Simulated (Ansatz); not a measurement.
C$_{2}$H$_{10}$GeSi, SMILES `C[CH]([SiH3])[GeH3]`. Charge 0, multiplicity 1. Geometry: relaxed with PBE0-D4/def2-TZVP.

```xyz
14

C    -1.279    0.947    0.039
C    -0.352   -0.254    0.244
Si    1.095    0.161    1.360
Ge    0.261   -0.971   -1.481
H    -1.666    1.323    0.991
H    -2.140    0.695   -0.586
H    -0.756    1.777   -0.447
H    -0.902   -1.072    0.724
H     0.611    0.674    2.673
H     1.934    1.219    0.732
H     1.943   -1.038    1.599
H     1.117   -2.234   -1.283
H     1.097    0.093   -2.217
H    -0.964   -1.320   -2.349
```

(1) What is the dipole moment at r2SCAN/def2-TZVPP? (Best estimate.)

(2) And with PBE, B3LYP, ωB97M-V? (An estimate is asked.)

(3) Give the Mulliken charges with r2SCAN, B3LYP, ωB97M-V in def2-TZVPP. (An estimate is asked.)

Results:

(1) The calculation gave: 0.94 D, with components (-0.94, 0.04, 0.11) D in this frame, pointing from negative to positive charge.

(2) Ansatz gave: PBE 0.94 D, B3LYP 0.91 D, ωB97M-V 0.89 D.

(3) The calculation gave: 
```
atom  r2SCAN  B3LYP  ωB97M-V
  C1   -0.18  -0.30    -0.35
  C2   -0.19  -0.20    -0.35
 Si3    0.27   0.25     0.18
 Ge4    0.10   0.10     0.05
  H5    0.06   0.10     0.12
  H6    0.06   0.10     0.12
  H7    0.07   0.10     0.13
  H8    0.07   0.09     0.14
  H9   -0.08  -0.07    -0.03
 H10   -0.07  -0.07    -0.03
 H11   -0.07  -0.07    -0.02
 H12   -0.01  -0.01     0.02
 H13   -0.01  -0.01     0.02
 H14   -0.02  -0.02     0.01
```

B3LYP here is the variant with VWN-RPA as its local correlation; programs differ in this.
